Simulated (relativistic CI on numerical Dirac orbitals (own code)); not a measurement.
What each ingredient does to the levels of W LXIX

Base calculation: Dirac-Coulomb-Breit CI, KLI orbitals optimised for each configuration, model QED, unscaled Slater integrals.

Configurations in the expansion (outside the closed core 1s2): 2s2.2p2, 2s.2p3, 2p4, 2p3.3s, 2p3.3p, 2s2.2p.3s, 2p3.3d, 2s2.2p.3p, 2s2.2p.3d, 2s.2p2.3s, 2s.2p2.3p, 2s.2p2.3d, 2s2.2p.4s, 2s2.2p.4p, 2s2.2p.4d, 2s2.2p.4f, 2s2.3s2, 2s.2p2.4s, 2s2.3s.3p, 2s.2p2.4p, 2s.2p2.4d, 2s.2p2.4f, 2s2.3s.3d, 2s2.2p.5s, 2s2.3p2, 2s2.2p.5p, 2s2.2p.5d, 2s2.2p.5f, 2s2.2p.5g, 2s2.3p.3d, 2s.2p.3s2, 2s2.3d2, 2s.2p.3s.3p, 2s.2p.3s.3d, 2s.2p.3p2, 2s.2p.3p.3d. Levels of other configurations are missing.

Variants: (1) P86 correlation estimate; (2) one mean potential for all configurations. Shifts of the energy above 2s2.2p2 3P_0, in eV, for the lowest level and the first level of each name with at least 55 % of one term (blank where a level changes its place among those of its configuration and J or its character, or is not in the variant):

| Level | Base | Δ(1) | Δ(2) |
| --- | --- | --- | --- |
| 2s2.2p2 3P_0 | 0.00 | 0.00 | 0.00 |
| 2s2.2p2 3P_1 | 1412.16 | 0.00 | +0.10 |
| 2s2.2p2 1D_2 | 1430.56 | 0.00 | +0.10 |
| 2s2.2p2 3P_2 | 2867.04 | 0.00 | +0.20 |
| 2s2.2p2 1S_0 | 2930.24 | 0.00 | +0.19 |
| 2s.2p3 3D°_3 | 3143.27 | +0.02 | +0.34 |
| 2s.2p3 3P°_0 | 3206.69 | +0.02 | +0.33 |
| 2s.2p3 1D°_2 | 3239.10 | +0.02 | +0.34 |
| 2s.2p3 3P°_1 | 3243.33 | +0.02 | +0.33 |
| 2p4 3P_2 | 3559.69 | -0.03 | +0.73 |
| 2p4 1S_0 | 3626.08 | -0.03 | +0.76 |
| 2p4 3P_1 | 4988.11 | -0.03 | +0.63 |
| 2p4 1D_2 | 5006.86 | -0.03 | +0.62 |
| 2p4 3P_0 | 6471.90 | -0.03 | +0.52 |

At this charge energies of transitions that change n are usually good to better than 1 %, and those within a shell (Δn = 0) to a few per cent.

Ionisation energy from the two ground configurations alone: base 18415.7 eV. The NIST ASD value (semi-empirical) is 18476 eV.

LS names give the leading component of a level, which can be under half, so a name can repeat, a term be missing and a line seem to break the LS rules.
